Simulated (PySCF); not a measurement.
Correlation energy of Rh³⁺ (rhodium, charge +3)

[Kr] 4d6, high-spin 5D determinant. Calculation: PySCF 2.14, in def2-TZVPPD with the def2 core potential (28 electrons) (6s4p3d2f1g, 56 functions); a scalar-relativistic core potential. Frozen: nothing; 14 electrons correlated.

| level | correlation energy (mhartree) |
| --- | --- |
| CCSD | -390.64 |
| (T) | -7.65 |
| CCSD(T) | -398.29 |

Diagnostics: T1 = 0.0030, D1 = 0.0074, largest double amplitude 0.027.

Is a single reference adequate?

Yes, within this model without spin-orbit coupling: T1 lies below 0.03 and no double amplitude reaches 0.07.

The basis has no tight functions for the innermost shells, so their pair energies are far from complete.

This basis was not built for core-valence correlation, so the inner-shell part is incomplete.
